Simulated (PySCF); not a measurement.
## Dipole moment and polarisability across levels of theory

BH6NSSi.
SMILES with atom numbers: `[NH2:1][BH:2][S:3][SiH3:4]` (hydrogens: H5, H6 on N1; H7 on B2; H8, H9, H10 on Si4)

PySCF, dipoles from the SCF density, polarisabilities from static response with core orbitals frozen. One conformer (not necessarily the lowest) at the PBE0-D3(BJ)/def2-SVP geometry, without solvent, vibrations or thermal averaging.

Question: How do dipole and polarisability depend on functional and basis here?

Answer: 

| level | μ (D) | α (au) | anisotropy (au) |
| --- | --- | --- | --- |
| LDA/def2-SVPD | 1.952 | 78.65 | 36.87 |
| PBE/def2-SVPD | 1.975 | 77.20 | 36.18 |
| B3LYP/def2-SVPD | 1.912 | 74.72 | 33.46 |
| PBE0/def2-SVPD | 1.940 | 74.04 | 33.26 |
| BHandHLYP/def2-SVPD | 1.877 | 71.60 | 30.53 |
| CAM-B3LYP/def2-SVPD | 1.896 | 73.42 | 31.88 |
| wB97X-D/def2-SVPD | 1.930 | 73.24 | 31.67 |
| LC-wPBE/def2-SVPD | 1.943 | 71.50 | 30.78 |
| HF/def2-SVPD | 1.889 | 68.24 | 26.56 |
| PBE0/6-31G* | 2.161 | 58.48 | 36.10 |
| PBE0/6-31+G* | 1.961 | 66.43 | 31.61 |
| PBE0/def2-SVP | 2.184 | 60.63 | 35.03 |
| PBE0/aug-cc-pVDZ | 1.911 | 75.09 | 33.75 |
| PBE0/def2-TZVP | 2.002 | 69.60 | 34.12 |
| PBE0/def2-TZVPD | 1.943 | 75.01 | 33.77 |

The anisotropy is √(½[(α1 − α2)² + (α2 − α3)² + (α3 − α1)²]). The dipole runs from 1.88 D (BHandHLYP/def2-SVPD) to 2.18 D (PBE0/def2-SVP). No reference polarisability is at hand; against PBE0 in the largest diffuse basis at hand (def2-TZVPD) the other PBE0 rows deviate by 6-31G* -22%, 6-31+G* -11%, def2-SVP -19%, def2-SVPD -1%, aug-cc-pVDZ 0%, def2-TZVP -7%. In one basis (def2-SVPD) the functionals order the polarisability from HF (lowest) to LDA (highest), a spread of 15%. With PBE0 the polarisability is 62.90 au without diffuse functions (mean of 6-31G*, def2-SVP and def2-TZVP) and 72.64 au with them (mean of 6-31+G*, def2-SVPD, aug-cc-pVDZ and def2-TZVPD).

Without π bonds the low states are Rydberg-like; a valence basis with one diffuse set may place them up to an eV too high.
